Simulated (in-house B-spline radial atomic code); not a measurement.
Radial electron density of neutral calcium, [Ar] 4s1 4p1. Level of theory: scalar-relativistic (X2C) LDA PW92, spin-polarised, spherical fractional occupations, Fermi nucleus of rms radius 3.4776 fm; calculated with a radial B-spline atomic code at the basis-set limit.

Columns: r (bohr), 4πr²n(r) (electrons per bohr), bar.

```
 0.00283   0.5632 #
 0.00348   0.8161 #
 0.00428    1.177 ##
 0.00527    1.688 ###
 0.00649    2.403 ####
 0.00799    3.383 ######
 0.00983    4.696 ########
  0.0121     6.42 ############
  0.0149     8.61 ################
  0.0183    11.23 ####################
  0.0226     14.3 ##########################
  0.0278    17.47 ################################
  0.0342    20.41 #####################################
  0.0421     22.6 #########################################
  0.0518     23.5 ###########################################
  0.0638    22.82 #########################################
  0.0785    20.81 ######################################
  0.0967    18.42 #################################
   0.119    17.11 ###############################
   0.146    17.94 ################################
    0.18     20.8 ######################################
   0.222    23.82 ###########################################
   0.273    24.31 ############################################
   0.336    20.86 ######################################
   0.414    14.58 ##########################
    0.51     8.77 ################
   0.627    6.177 ###########
   0.772    6.632 ############
   0.951    7.687 ##############
    1.17    7.173 #############
    1.44    5.063 #########
    1.77     2.74 #####
    2.18    1.245 ##
    2.69   0.6806 #
    3.31   0.5739 #
    4.07   0.5115 #
    5.01   0.3696 #
    6.17   0.2015 
    7.59  0.08088 
    9.35  0.02278 
    11.5 0.004369 
    14.2 0.0005086 
    17.4 3.794e-05
```

On this grid the curve has 3 maxima, near 0.0518, 0.273, 0.951 bohr.

The 4p up radial function P(r) = rR(r), positive near the nucleus:

```csv
r (bohr),P
0.00527,0.000601
0.00799,0.001314
0.0121,0.00284
0.0183,0.00602
0.0278,0.01251
0.0421,0.02471
0.0638,0.04563
0.0967,0.07581
0.146,0.1063
0.222,0.1119
0.336,0.0549
0.51,-0.07243
0.772,-0.19
1.17,-0.1613
1.77,0.05765
2.69,0.3431
4.07,0.4882
6.17,0.3716
9.35,0.1417
14.2,0.02231
```
